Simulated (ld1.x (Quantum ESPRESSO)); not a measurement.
# Before and after: RRKJ potential for selenium

selenium, norm-conserving RRKJ (Kleinman–Bylander form), made with ld1.x (Quantum ESPRESSO) 7.5 (LDA (PZ), scalar-relativistic). Core [Ne] 3s2, reference 3p6 3d10 4s2 4p3 (charge +1). Waves: 4s (bound): rc 1.25 bohr; 3p (bound): rc 0.50 bohr; 3d (bound): rc 0.75 bohr. Local part: the d channel. Core correction: none. rho0 = 0.01.

Occupied shells without a wave of their own: 4p. They enter only through the test configuration that unscreens the potential.

Change: core correction a·sin(br)/r model core inside 0.56 bohr (4p counted twice).

Cutoffs: the cutoffs (Ry, on a coarse ladder) from which the occupation-weighted sum of valence levels, in a spherical-Bessel basis at the reference potential, stays within 10 and 1 mRy of its value at 400 Ry; they do not see the model core or the augmentation charge, which bear on the density cutoff. Errors are all-electron minus pseudo energies relative to the spin-unpolarised reference configuration.

Task: What does the change do?

Result: Both files keep a bound ghost (s); of the 9 tests that both files solve, the error grows in 5 and shrinks in 3 by more than 15 % and 0.3 meV (median size 138.2 → 300.2 meV). In the changed file ld1.x takes every shell without a wave as core, so the model core holds the 4p electrons as well and exchange and correlation see them twice. This cancels in the reference configuration, but the file is broken for other ones, and its errors say nothing about a proper core correction. A model core, the more so a compact one, raises the density cutoff, which this test does not measure.

```tsv
quantity	base	changed
bound ghosts	s	s
largest miss of a reference level, eV	0.11	0.11
error for 3p6 3d10 4s2 4p4, meV [ΔE -11.01 eV]	-88	-179
error for 3p6 3d10 4s2 4p2, meV [ΔE 20.56 eV]	+138	+31
error for 3p6 3d10 4s2 4p1, meV [ΔE 51.71 eV]	+342	-124
error for 3p6 3d10 4s1 4p4, meV [ΔE 11.58 eV]	-127	-132
error for 3p6 3d10 4s0 4p6, meV [ΔE 11.09 eV]	-352	-506
error for 3p6 3d10 4s1 4p5, meV [ΔE -0.07 eV]	-207	-327
error for 3p6 3d10 4s2 4p0, meV [ΔE 94.29 eV]	+636	-526
error for 3p6 3d10 4s2 4p3 (spin-polarised), meV [ΔE -1.64 eV]	+4.8	-389
error for 3p6 3d10 4s2 4p4 (spin-polarised), meV [ΔE -11.60 eV]	-87	-300
s: phases at 1.36 bohr within 0.05 rad from the reference energy up to (Ry; the scan ends near 5)	-0.8	-0.8
p: phases at 1.36 bohr within 0.05 rad from the reference energy up to (Ry; the scan ends near 5)	to the end of the scan	to the end of the scan
d: phases at 1.36 bohr within 0.05 rad from the reference energy up to (Ry; the scan ends near 5)	3.0	3.0
```

Base: The 4p level has no wave, so the channel is fitted at the deeper level alone: the likely source of the large errors. A true bound ghost makes a file unfit for plane-wave use even where its test errors are small: the radial tests pick states by their node count and pass the ghost by.
